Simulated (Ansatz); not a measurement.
Ansatz (a quantum-chemistry and plane-wave program) input (B3LYP-D3(BJ)/def2-TZVP):

Ansatz 0.2 input:
```yaml
crystal:
  periodic: [false, false, false]
  atoms:
    - {symbol: C, position_ang: [2.36921903, 1.10353993, 0.71835675]}
    - {symbol: C, position_ang: [0.89772641, 0.71378205, 0.70309430]}
    - {symbol: C, position_ang: [0.55964844, -0.18517117, -0.50818153]}
    - {symbol: C, position_ang: [-0.86986892, -0.58044829, -0.54317633]}
    - {symbol: C, position_ang: [-1.33929305, -1.73210271, 0.26937359]}
    - {symbol: C, position_ang: [-1.88361801, 0.35501057, -1.09423405]}
    - {symbol: H, position_ang: [2.63024575, 1.64654808, -0.18784099]}
    - {symbol: H, position_ang: [2.99863865, 0.21806085, 0.77910047]}
    - {symbol: H, position_ang: [2.58783214, 1.73913410, 1.57394623]}
    - {symbol: H, position_ang: [0.27930814, 1.61221974, 0.65992393]}
    - {symbol: H, position_ang: [0.64923531, 0.17830276, 1.62129060]}
    - {symbol: H, position_ang: [1.19402811, -1.07447955, -0.45461068]}
    - {symbol: H, position_ang: [0.81972953, 0.36498316, -1.41717757]}
    - {symbol: H, position_ang: [-0.54598313, -2.46494129, 0.40582482]}
    - {symbol: H, position_ang: [-1.67174160, -1.41549194, 1.26712862]}
    - {symbol: H, position_ang: [-2.19207208, -2.22024744, -0.20460704]}
    - {symbol: H, position_ang: [-1.44008586, 1.02635907, -1.82704461]}
    - {symbol: H, position_ang: [-2.70094632, -0.19180287, -1.56739746]}
    - {symbol: H, position_ang: [-2.33431843, 0.97357774, -0.30682167]}
basis:
  gaussian:
    orbitals: def2-TZVP
hamiltonian:
  xc: b3lyp
  dispersion: d3bj
magnetization: {spin_polarized: true, initial_magnetization: 1}
relax: {f_tol: 0.002, max_steps: 150}
```

End of the output:

```
Atom 5 at    -1.882946     0.351852    -1.109060 Å, force     0.000759    -0.000090    -0.000397 eV/Å
Atom 6 at     2.638748     1.674723    -0.156955 Å, force    -0.000198    -0.000037    -0.000016 eV/Å
Atom 7 at     3.013807     0.238330     0.793854 Å, force    -0.000192    -0.000096    -0.000062 eV/Å
Atom 8 at     2.578465     1.743726     1.605429 Å, force     0.000234     0.000039     0.000055 eV/Å
Atom 9 at     0.261402     1.595011     0.670775 Å, force     0.000278     0.000319     0.000422 eV/Å
Atom 10 at     0.634125     0.167344     1.615303 Å, force     0.000333     0.000276     0.000322 eV/Å
Atom 11 at     1.208446    -1.071859    -0.478420 Å, force    -0.000192    -0.000363    -0.000414 eV/Å
Atom 12 at     0.833605     0.361866    -1.426377 Å, force    -0.000272    -0.000314    -0.000214 eV/Å
Atom 13 at    -0.564534    -2.503756     0.377808 Å, force     0.000118    -0.000299     0.000228 eV/Å
Atom 14 at    -1.609615    -1.409629     1.279069 Å, force    -0.000104     0.000261     0.000183 eV/Å
Atom 15 at    -2.229684    -2.212534    -0.153718 Å, force     0.000035     0.000108    -0.000146 eV/Å
Atom 16 at    -1.474052     0.978823    -1.904859 Å, force     0.000055     0.000421    -0.000511 eV/Å
Atom 17 at    -2.763703    -0.166472    -1.498560 Å, force    -0.000158    -0.000426    -0.000085 eV/Å
Atom 18 at    -2.250828     1.034437    -0.325261 Å, force    -0.000183     0.000315     0.000549 eV/Å
Dipole moment:    -0.005217     0.032375     0.051255 e Å
```

It need not be the lowest isomer of its formula.
